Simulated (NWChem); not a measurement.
Everything below was run with NWChem. System: hydrogen (H₂), charge 0, spin multiplicity 1, at a geometry optimised with PBE/def2-SVP. Level: LDA (SVWN5)/def2-QZVP.

Job file:

```
start mol
memory heap 200 mb stack 900 mb global 1100 mb
geometry units angstroms nocenter noautoz
  H      0.000000     0.000000     0.384168
  H      0.000000     0.000000    -0.384168
  symmetry group D2h
end
basis spherical
  * library def2-qzvp
end
dft
  xc slater vwn_5
  semidirect memsize 60000000 filesize 0
  iterations 100
end
task dft energy
```

Part of the output:

```
             Northwest Computational Chemistry Package (NWChem) 7.3.0
             --------------------------------------------------------

                                NWChem Input Module
                                -------------------

 Scaling coordinates for geometry "geometry" by  1.889725989
 (inverse scale =  0.529177249)

 Turning off AUTOSYM since
 SYMMETRY directive was detected!

                             Geometry "geometry" -> ""
                             -------------------------

 Output coordinates in angstroms (scale by  1.889725989 to convert to a.u.)

  No.       Tag          Charge          X              Y              Z
 ---- ---------------- ---------- -------------- -------------- --------------
    1 H                    1.0000     0.00000000     0.00000000     0.38416800
    2 H                    1.0000     0.00000000     0.00000000    -0.38416800

 Effective nuclear repulsion energy (a.u.)       0.6887315562

            Nuclear Dipole moment (a.u.)
            ----------------------------
        X                 Y               Z
 ---------------- ---------------- ----------------
     0.0000000000     0.0000000000     0.0000000000

      Symmetry information
      --------------------

 Group name             D2h
 Group number             26
 Group order               8
 No. of unique centers     1

      Symmetry unique atoms

     1


 Summary of "ao basis" -> "" (spherical)
 ------------------------------------------------------------------------------
       Tag                 Description            Shells   Functions and Types
 ---------------- ------------------------------  ------  ---------------------
 *                         def2-qzvp                  on all atoms

                                 NWChem DFT Module
                                 -----------------

 Summary of "ao basis" -> "ao basis" (spherical)
 ------------------------------------------------------------------------------
       Tag                 Description            Shells   Functions and Types
 ---------------- ------------------------------  ------  ---------------------
[...]
                       ------------------------------------

 Vector    1  Occ=2.000000D+00  E=-3.726102D-01  Symmetry=ag
              MO Center=  9.7D-33,  9.8D-33,  1.2D-17, r^2= 7.7D-01
   Bfn.  Coefficient  Atom+Function         Bfn.  Coefficient  Atom+Function
  ----- ------------  ---------------      ----- ------------  ---------------
     3      0.227220  1 H  s                 33      0.227220  2 H  s
     2      0.196995  1 H  s                 32      0.196995  2 H  s
     1      0.108243  1 H  s                 31      0.108243  2 H  s
     4      0.085899  1 H  s                 34      0.085899  2 H  s

 Vector    2  Occ=0.000000D+00  E= 2.559220D-02  Symmetry=b1u
              MO Center= -2.4D-17, -9.9D-18, -1.2D-16, r^2= 3.6D+00
   Bfn.  Coefficient  Atom+Function         Bfn.  Coefficient  Atom+Function
  ----- ------------  ---------------      ----- ------------  ---------------
     4      2.207159  1 H  s                 34     -2.207159  2 H  s
     3     -0.605669  1 H  s                 33      0.605669  2 H  s
    13      0.308982  1 H  pz                43      0.308982  2 H  pz
    10      0.085716  1 H  pz                40      0.085716  2 H  pz
     1      0.049800  1 H  s                 31     -0.049800  2 H  s

 Vector    3  Occ=0.000000D+00  E= 1.084272D-01  Symmetry=ag
              MO Center=  6.4D-34,  8.8D-34, -5.2D-17, r^2= 4.6D+00
   Bfn.  Coefficient  Atom+Function         Bfn.  Coefficient  Atom+Function
  ----- ------------  ---------------      ----- ------------  ---------------
     4      0.965156  1 H  s                 34      0.965156  2 H  s
     3     -0.834771  1 H  s                 33     -0.834771  2 H  s
     2      0.098389  1 H  s                 32      0.098389  2 H  s
     1     -0.055932  1 H  s                 31     -0.055932  2 H  s
    21     -0.053878  1 H  d  0              51     -0.053878  2 H  d  0

 Vector    4  Occ=0.000000D+00  E= 2.877942D-01  Symmetry=b1u
              MO Center= -5.8D-33, -9.7D-34, -3.8D-16, r^2= 4.5D+00
   Bfn.  Coefficient  Atom+Function         Bfn.  Coefficient  Atom+Function
  ----- ------------  ---------------      ----- ------------  ---------------
     3      5.368720  1 H  s                 33     -5.368720  2 H  s
     4     -3.721375  1 H  s                 34      3.721375  2 H  s
    13     -1.323238  1 H  pz                43     -1.323238  2 H  pz
     2      0.864202  1 H  s                 32     -0.864202  2 H  s
    10     -0.349398  1 H  pz                40     -0.349398  2 H  pz

 center of mass
 --------------
 x =   0.00000000 y =   0.00000000 z =   0.00000000

 moments of inertia (a.u.)
 ------------------
           1.062319534846           0.000000000000           0.000000000000
           0.000000000000           1.062319534846           0.000000000000
           0.000000000000           0.000000000000           0.000000000000

     Multipole analysis of the density
     ---------------------------------

     L   x y z        total         alpha         beta         nuclear
     -   - - -        -----         -----         ----         -------
     0   0 0 0     -0.000000     -1.000000     -1.000000      2.000000

     1   1 0 0      0.000000      0.000000      0.000000      0.000000
     1   0 1 0      0.000000      0.000000      0.000000      0.000000
     1   0 0 1     -0.000000     -0.000000     -0.000000      0.000000

     2   2 0 0     -1.640947     -0.820473     -0.820473      0.000000
     2   1 1 0      0.000000      0.000000      0.000000      0.000000
     2   1 0 1     -0.000000     -0.000000     -0.000000      0.000000
     2   0 2 0     -1.640947     -0.820473     -0.820473      0.000000
     2   0 1 1     -0.000000     -0.000000     -0.000000      0.000000
     2   0 0 2     -1.183373     -1.118722     -1.118722      1.054071

 Task  times  cpu:        0.4s     wall:        0.4s

 Total times  cpu:        0.4s     wall:        0.4s
```
